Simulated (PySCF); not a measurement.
**How methods differ on the excitation energy of Gd⁺**

Gd⁺ [Xe] 4f7 5d1 6s1 (10D) → Gd⁺ [Xe] 4f8 5d1 (high-spin determinant), as a difference of total energies. All numbers are calculated (PySCF 2.14, the spin-free X2C one-electron Hamiltonian (Gaussian nucleus), in cc-pVDZ-X2C (8s7p5d3f1g, 84 functions)). Correlated levels: valence: [Kr] 4d10 frozen; valence and next inner shell: [Ar] 3d10 frozen. The calculations carry no spin-orbit coupling.

| method | excitation energy (cm⁻¹) |
| --- | --- |
| UHF | 46379 |
| LDA | 9597.6 |
| PBE | 9356.7 |
| PBE0 | 16790 |
| r2SCAN | 15930 |
| MP2 (valence) | 26028 |
| SCS-MP2 (valence) | 26485 |
| MP2 (valence and next inner shell) | 23792 |
| SCS-MP2 (valence and next inner shell) | 24782 |

A first-order spin-orbit estimate (lowest level to lowest level, LS coupling) adds -0.052 eV.

The determinant of the upper state mixes LS terms, which raises its energy above the lowest term, most at the Hartree-Fock and MP2 levels.
